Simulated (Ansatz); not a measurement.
Consider the formal exchange of groups at a C–Si bond: `C=C(C)[SiH2][SiH3]` + BH₃ → `BC(=C)C` + `[SiH3][SiH3]`.

Calculated with Ansatz (gas phase, PBE0-D4/def2-TZVP geometries, no zero-point term in ΔE). CBS: MP2 limit from def2 TZ/QZ plus the TZ coupled-cluster correction, frozen cores. This one scheme is used for every species. Functionals use def2-TZVPP. HSE06 is defined as in plane-wave codes. Each species was taken in one conformer, which may not be the lowest.

Q: Is it downhill or uphill in electronic energy at CCSD(T)/CBS, and by how much? (An estimate is asked.)

A: The calculation gave: Downhill: ΔE = -29.7 kJ/mol.

Q: What do these levels give: PBE-D4, revPBE-D4, HSE06-D4, CAM-B3LYP-D4, B2PLYP, BLYP, HF/def2-SVP, CCSD/def2-SVP, CCSD/def2-TZVPP, HF/def2-QZVPP, MP2/CBS(def2), CCSD/CBS(def2)? (An estimate is asked.)

A: Computed: PBE-D4 -36.0, revPBE-D4 -32.1, HSE06-D4 -33.8, CAM-B3LYP-D4 -33.3, B2PLYP -35.7, BLYP -43.7, HF/def2-SVP -39.1, CCSD/def2-SVP -37.3, CCSD/def2-TZVPP -31.1, HF/def2-QZVPP -35.8, MP2/CBS(def2) -26.4, CCSD/CBS(def2) -30.3 kJ/mol.

Largest T1 diagnostic among the species: 0.013.

At CCSD(T), def2-SVP lies −7.7 kJ/mol from the extrapolated value and def2-TZVPP −0.8 kJ/mol. In def2-TZVPP, CCSD(T) changes the Hartree–Fock value by +5.4 kJ/mol (the triples alone add +0.6 kJ/mol) and MP2 by +8.7 kJ/mol. The D4 term adds +9.3 kJ/mol with B3LYP and +5.6 kJ/mol with PBE0; it sums over pairs of atoms, weighted by their polarisabilities, and B3LYP, whose exchange is more repulsive, gets the larger term.

B3LYP here is the variant with VWN-RPA as its local correlation; programs differ in this.
